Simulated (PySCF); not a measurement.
Compound: C₆H₉N₂ (doublet state).
Geometry (GFN2-xTB, Å), atoms numbered from 1 in this order:
```
atom  x, y, z in Å
C1    -2.2263   -1.5303    0.1899
C2    -1.8875   -0.2228    0.2759
C3    -0.6005    0.3289    0.1341
C4    -0.4242    1.8054    0.2735
C5     0.5912   -0.4423   -0.0934
N6     0.5780   -1.7077   -0.3141
N7     1.7554    0.3176   -0.1881
C8     2.7572    0.2253    0.5536
H9    -3.2500   -1.8419    0.3080
H10   -1.4777   -2.2761   -0.0024
H11   -2.6742    0.4989    0.4723
H12   -1.3836    2.3163    0.2876
H13    0.1052    2.0437    1.1993
H14    0.1812    2.1936   -0.5455
H15    1.5033   -2.1062   -0.4576
H16    3.6328    0.8149    0.3151
H17    2.8130   -0.4054    1.4466
```

The hyperfine couplings belong to this conformer and change with its torsions.

The species is `N(=C)C(=N\[H])/C(=C\[CH2])C` [radical].

Method: UKS B3LYP, pcH-1 on C H N, non-relativistic, mean-field spin-orbit, GIAO in PySCF 2.14.0. One conformer (not necessarily the lowest) at the GFN2-xTB geometry, without solvent, vibrations or thermal averaging. Couplings are sensitive to structure, and on GFN2-xTB geometries they can be far from those on DFT ones. The frame is twisted about the C5–N7 bond at this geometry (dihedral N6–C5–N7–C8 = -66°); couplings at other torsion angles weren't computed. Stability of the SCF solution: not tested. ⟨S²⟩ is 0.779 where a pure state has 0.75.

Question: The isotropic 13C couplings are +54.3, -41.2, +39.7, -31.9, -21.0, -6.3 MHz. Assign them to C1; C2; C3; C4; C5; C8.

Answer: 
```csv
site,a_iso (MHz),ρ(0) (bohr⁻³),position,distance from C3 (Å),spin population,largest |T| (MHz)
C1,+39.7,+0.0353,a main spin site,2.47,+0.53,76.5
C2,-41.2,-0.0367,1 bond from C1,1.41,-0.23,25.7
C3,+54.3,+0.0483,largest spin population,0.00,+0.59,96.4
C4,-21.0,-0.0187,1 bond from C3,1.49,-0.05,1.8
C5,-31.9,-0.0283,1 bond from C3,1.44,-0.09,11.0
C8,-6.3,-0.0056,3 bonds from C3,3.39,-0.01,1.5
```

Question: Match the computed a_iso(14N) values +7.0, -1.5 MHz with the sites N6; N7.

Answer: 
| site | a_iso (MHz) | ρ(0) (bohr⁻³) | position | distance from C3 (Å) | spin population | largest \|T\| (MHz) |
| --- | --- | --- | --- | --- | --- | --- |
| N6 | +7.0 | +0.0218 | 2 bonds from C3 | 2.40 | +0.24 | 21.6 |
| N7 | -1.5 | -0.0047 | 2 bonds from C3 | 2.38 | +0.01 | 0.9 |

ρ(0) is the spin density at the nucleus and T the dipolar tensor; entries for several nuclei are means. The largest Mulliken spin populations are on C3 (+0.59), C1 (+0.53), N6 (+0.24) and C2 (-0.23). Three atoms exceed +0.15. The angles at C3 add up to 360.0°, so it is planar. Main spin sites, with 60 % or more of the largest population: C1, C3; positions count bonds from the nearest.

The spin density at the nucleus, in bohr⁻³, is negative for C2 (-0.0367), C5 (-0.0283) and C4 (-0.0187), for instance. A restricted open-shell determinant has no negative spin density anywhere; here it arises because α and β orbitals differ (spin polarisation).

Means are taken over nuclei equivalent by connectivity, which assumes that they swap fast. H9 and H10 aren't averaged: C1 is flat or nearly so (angle sum 360°), and its turn about the short C1–C2 bond (1.35 Å) is taken as slow. The three 1H nuclei of mean +47.3 MHz run from 4.7 to 84.8 MHz in the frozen geometry.

The SMILES `[H]/N=C(N=C)/C(C)=C\[CH2]` draws the unpaired electron on C1, whose computed spin population is only +0.53.
